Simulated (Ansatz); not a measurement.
A search over several starts for the lowest SCF solution of CdI2 at the given spin, in a small basis.

```yaml
crystal:
  periodic: [false, false, false]
  atoms:
    - {symbol: Cd, position_ang: [-0.006198, -0.006396, -0.000171]}
    - {symbol: I, position_ang: [1.862100, -1.793898, -0.056560]}
    - {symbol: I, position_ang: [-1.855903, 1.800294, 0.056731]}
basis:
  gaussian: {orbitals: def2-SVP, initial_orbitals: start.molden}
hamiltonian: {xc: pbe0, dispersion: d4}
output: {orbitals: {seedname: orbitals}}
```

The file start.molden holds the orbitals of an earlier run on this structure, at another level or in another basis.

```sh
$ ansatz run in.yaml --threads 4 --pin off --events-out ev --progress --plain --max-ram 3916MiB
```

Output, abridged:

```
Functional definition: PBE0
  name "PBE0"
  cite "Adamo & Barone, J. Chem. Phys. 110, 6158 (1999) doi:10.1063/1.478522"
  cite "Perdew, Burke & Ernzerhof, Phys. Rev. Lett. 77, 3865 (1996) doi:10.1103/PhysRevLett.77.3865"
  parent pbe
  parameter a = 0.25
  parameter kappa = 0.804
  parameter beta = 0.06672455060314922
  exchange = (1 - a)*pbe_x(kappa = kappa, mu = beta*pi^2/3) + a*exact_x
  correlation = pbe_c(beta = beta)
996 factors; integrals over basis functions are off by at most 3.1e-4 eV
mean field evaluation 1: about -20756.4137 eV, gradient 9.7e1 eV
mean field evaluation 2: about -20763.9275 eV, gradient 1.3e1 eV
mean field evaluation 4: about -20768.9369 eV, gradient 6.8e0 eV
mean field evaluation 8: about -20769.4398 eV, gradient 1.8e-2 eV
mean field evaluation 16: about -20769.4383 eV, gradient 6.5e-1 eV
mean field -20769.43976505 eV, -763.2628333338 hartree, gradient 5.3e-5 eV, S^2 0.000000; 1 other end points of the search recorded, 0 dependent functions left out
reference -20769.43978856 eV, -763.2628341977 hartree; 35, 35 occupied and 48, 48 virtual orbitals, 996 factors
Total energy: -20769.53242177 eV, -763.2662384052 hartree
```

It took 1.3 s on 4 threads of Intel Xeon on a shared host.

In the def2 sets Cd, I take a core potential; there is no spin–orbit coupling. The structure comes from a short search, and lower isomers may exist.
